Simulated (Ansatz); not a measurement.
Question: Name a neutral molecule of Al, B, Cl, N and H with size of the dipole moment (B3LYP/def2-TZVPP) between 3.40 and 3.70 D and HOMO energy (PBE0/def2-TZVPP) between -8.00 and -7.70 eV (Ansatz, PBE0-D4/def2-TZVP geometry).

Answer: `N[BH][Al]([Cl])[Cl]` (3.59 D, -7.81 eV). Other molecules can fit too; these were computed, each in one conformer that needn't be the lowest.

B3LYP here is the variant with VWN-RPA as its local correlation; programs differ in this.
